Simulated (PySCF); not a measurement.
Spin states and ions at one geometry of Pb2(OH)4

PySCF 2.14.0, RKS PBE, Pb def2-SVP with ECP60, O def2-SVP, H def2-SVP; non-relativistic Hamiltonian with scalar-relativistic core potentials where named; density fitting; no spin-orbit coupling; singlets restricted, open shells unrestricted. The geometry is relaxed for charge 0, singlet, vacuum (a saddle point, kept by symmetry):

```xyz
10

Pb    0.0127    0.6432    1.8621
Pb    0.0127    0.6432   -1.8621
O     0.9587    1.6717    0.0000
H     1.9126    1.4446    0.0000
O    -0.7797   -0.5041    0.0000
H    -1.6094   -1.0172    0.0000
O     1.7349   -0.6065    2.1462
H     1.9122   -1.1268    1.3375
O     1.7349   -0.6065   -2.1462
H     1.9122   -1.1268   -1.3375
```

Energies count from the relaxed state; an electron taken off or put on is at rest in vacuum. Charges and spins are Mulliken's.

Q: Order these states by energy, lowest first.
A. charge +1, doublet, vacuum
B. charge -1, doublet, vacuum
C. charge 0, singlet, vacuum
D. charge 0, triplet, vacuum

A: C (0.00 eV), B (0.12 eV), D (3.81 eV), A (8.33 eV).

Q: How do charge and spin on the first atom follow?

A: 
```csv
state,spin squared,charge on Pb1 (e),spin on Pb1 (e),dipole about the centre of mass (D)
"charge 0, singlet, vacuum",0.00,0.65,0.00,3.81
"charge 0, triplet, vacuum",2.00,0.47,0.60,1.88
"charge +1, doublet, vacuum",0.75,0.90,0.05,1.68
"charge -1, doublet, vacuum",0.75,0.21,0.49,3.47
```

With an electron taken off (doublet) the charges change, summed by element, by Pb +0.50 e, O +0.36 e, H +0.14 e. The vertical ionisation energy is 8.33 eV, against −ε(HOMO) = 5.63 eV of the relaxed state. The level lies 2.7 eV too high, as is usual for semilocal functionals and global hybrids, which keep a self-interaction error.

With an electron put on (doublet) the charges change, summed by element, by Pb -0.88 e, O +0.00 e, H -0.12 e. The vertical electron affinity is -0.12 eV, against −ε(LUMO) = 2.00 eV of the relaxed state. The basis has no diffuse functions, which an added electron needs. The added electron's level lies above zero.

Open shells may have lower solutions than those found. Hard to converge, so the more doubtful: charge 0, triplet, vacuum; charge +1, doublet, vacuum.
